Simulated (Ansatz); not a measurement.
Input file for Ansatz (a first-principles code): U-PBE/cc-pVTZ on C2H6Ge (SMILES C=[CH][GeH3]), a point of a bond scan (R = 2.499 Å).

Ansatz 0.2 input:
```yaml
crystal:
  periodic: [false, false, false]
  atoms:
    - {symbol: Ge, position_ang: [0.66752956, -0.22973901, -0.11387387]}
    - {symbol: C, position_ang: [-1.03513912, 0.71643893, -0.15287768]}
    - {symbol: C, position_ang: [-2.06173156, 0.40467758, 0.63060035]}
    - {symbol: H, position_ang: [0.97400304, -0.84732256, -1.49145306]}
    - {symbol: H, position_ang: [0.58654611, -1.34383479, 0.94450911]}
    - {symbol: H, position_ang: [1.81429749, 0.73616834, 0.23968824]}
    - {symbol: H, position_ang: [-1.27934171, 2.60942594, -1.76587465]}
    - {symbol: H, position_ang: [-3.00082567, 0.94726023, 0.59013045]}
    - {symbol: H, position_ang: [-2.01242865, -0.40679883, 1.34893372]}
basis:
  gaussian:
    orbitals: cc-pVTZ
hamiltonian:
  xc: {name: PBE}
magnetization: {spin_polarized: true, initial_magnetization: 0}
```

Output:

```
WARN ansatz: RAYON_NUM_THREADS=1 ignored (pool sized by the plan → 1); use --threads N
Functional definition: PBE
integrals: 0.09 GiB planned
1045 factors; their error is unknown
mean field: 0.87 GiB planned
mean field evaluation 1: about -58657.3651 eV, gradient 5.1e1 eV
mean field evaluation 2: about -58571.5501 eV, gradient 1.1e2 eV
mean field evaluation 4: about -58664.8306 eV, gradient 2.8e1 eV
mean field evaluation 8: about -58674.0007 eV, gradient 6.2e0 eV
mean field evaluation 16: about -58674.4123 eV, gradient 8.5e-2 eV
mean field evaluation 32: about -58674.6048 eV, gradient 1.3e-2 eV
mean field evaluation 64: about -58674.6020 eV, gradient 3.4e-1 eV
mean field -58674.60480331 eV, -2156.2519554461 hartree, gradient 1.4e-5 eV, S^2 0.638554; 3 other end points of the search recorded, 0 dependent functions left out
reference -58674.60484552 eV, -2156.2519569971 hartree; 25, 25 occupied and 162, 162 virtual orbitals, 1045 factors
Total energy: -58674.60484552 eV, -2156.2519569971 hartree
```

The calculation finished and met its thresholds. Its determinant has ⟨S²⟩ = 0.64, a mixture of spin states.

Cost: roughly 22 core-seconds.
